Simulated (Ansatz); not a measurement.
Basis-set series for `[OH][K]`. Charge 0, multiplicity 1. The structure was optimised at the PBE0-D4/def2-TZVP level.

| functional | basis | functions | energy (Eh) | HOMO (eV) | LUMO (eV) |
| --- | --- | --- | --- | --- | --- |
| PBE0-D4 | def2-SVP | 43 | -675.36308 | -4.28 | -0.91 |
| PBE0-D4 | def2-QZVPP | 157 | -675.56802 | -4.95 | -0.87 |
| ωB97M-V | def2-SVP | 43 | -675.56548 | -6.76 | -0.42 |
| ωB97M-V | def2-QZVPP | 157 | -675.77072 | -7.46 | -0.47 |

Problem. Give the rows for def2-TZVPP. (Best estimate.)

Solution. Computed: 
```csv
functional,basis,functions,energy (Eh),HOMO (eV),LUMO (eV)
PBE0-D4,def2-TZVPP,78,-675.54680,-4.80,-0.88
ωB97M-V,def2-TZVPP,78,-675.75076,-7.31,-0.43
```

Scalar relativity is left out up to krypton.
